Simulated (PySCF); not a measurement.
Se(F)(Et) (C2H5FSe), SMILES CC[Se]F. Geometry optimised at PBE-D3(BJ)/def2-SVP. This is a generated structure with no PubChem entry under its InChIKey; it may be hypothetical. Other conformers were not sampled.

Task: Give the equilibrium geometry at PBE-D3(BJ)/def2-SVP (PySCF confirms it by a frequency run) as Cartesian coordinates in Å. (The exact figures need the calculation; the answer reports its results.)

Result: This is not unique; one that fits is 
```xyz
9

Se     0.0971     0.2474     0.7136
F      1.3233     0.8469    -0.4641
C     -0.5852    -1.1697    -0.4488
C     -1.1301    -0.6501    -1.7723
H     -1.3641    -1.6605     0.1764
H      0.2341    -1.9034    -0.5903
H     -0.3452    -0.0799    -2.3067
H     -1.9965     0.0227    -1.6175
H     -1.4475    -1.4924    -2.4219
```
